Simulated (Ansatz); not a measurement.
This geometry of BFH2O + H2O (8 atoms, charge 0, multiplicity 1) is a first-order saddle point.

Method: RKS r2SCAN-D4/def2-SVP (Ansatz).

```xyz
8
Properties=species:S:1:pos:R:3
B 0.067 0.240 0.053
F -0.314 -0.351 1.608
O 1.373 -0.046 -0.259
H 1.458 -0.800 -0.852
H -0.871 -0.074 -0.635
O -0.031 1.600 0.712
H 0.864 1.969 0.773
H -0.234 0.807 1.619
```

(1) Which two structures does it join? (They come from a converged band through this point; their orientation in space is the band's.)

(2) How far does it lie above each of them?

## Answers

(1) Bonds broken: B1–F2, O6–H8. Bonds formed: B1–O6, F2–H8. BFH2O + H2O becomes BH3O2 + FH.

First end point:

```xyz
8
Properties=species:S:1:pos:R:3
B -0.124 -0.168 -0.052
F -0.205 -0.879 1.103
O 1.086 -0.150 -0.697
H 1.758 -0.613 -0.178
H -1.125 0.093 -0.664
O -0.021 1.694 0.950
H 0.871 1.967 0.688
H 0.072 1.401 1.869
```

Last end point:

```xyz
8
Properties=species:S:1:pos:R:3
B 0.210 0.418 -0.257
F -0.559 -0.224 2.407
O 1.465 0.033 -0.597
H 1.485 -0.763 -1.141
H -0.793 -0.134 -0.629
O 0.073 1.525 0.546
H 0.938 1.907 0.761
H -0.507 0.581 1.928
```

(2) 0.77 eV above the first and 0.66 eV above the second. This is the barrier of this one path; another mechanism may lie lower. The orbitals stay closed-shell, which can raise the energy where a bond breaks towards radicals; this wasn't checked here.

Time of the run: 55 s on 2 threads of AMD EPYC 9R45 96-Core Processor (Zen 5) (shared host), peak memory 0.17 GiB.
